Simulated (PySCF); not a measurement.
Bond curve of SrGe

Set-up: PySCF, scalar-relativistic core potentials, basis sets Sr def2-SVP with ECP28, Ge def2-SVP. Energies in eV from Sr + Ge in their ground configurations at the same level. State: ³Σ⁻ (triplet), unpaired electrons π ↑↑.

| R (Å) | PBE |
| --- | --- |
| 2.573 | -1.139 |
| 2.693 | -1.436 |
| 2.812 | -1.595 |
| 2.902 | -1.650 |
| 2.992 | -1.663 |
| 3.082 | -1.645 |
| 3.201 | -1.587 |
| 3.351 | -1.479 |
| 3.531 | -1.324 |
| 3.770 | -1.105 |

Task: Put a parabola through the three lowest points of the PBE curve and estimate Re, k and ωe (reduced mass 40.15 u; 1 eV/Å² = 0.16022 mdyn/Å; ωe = 1302.8·√(k/μ) cm⁻¹).

Result: Through R = 2.902, 2.992, 3.082 Å the second-order coefficient is 1.91 eV/Å², so Re ≈ 2.985 Å, k ≈ 0.613 mdyn/Å and ωe ≈ 161 cm⁻¹. A polynomial fit of higher order to the unrounded PBE energies gives Re = 2.981 Å, k = 0.634 mdyn/Å, ωe = 164 cm⁻¹; anharmonicity and rounding make the difference.

The higher-order fit for each curve: PBE: Re = 2.981 Å, ωe = 164 cm⁻¹, De = 1.66 eV.

Spin–orbit coupling is left out. The state was picked by a PBE0 search and need not be the measured ground state.
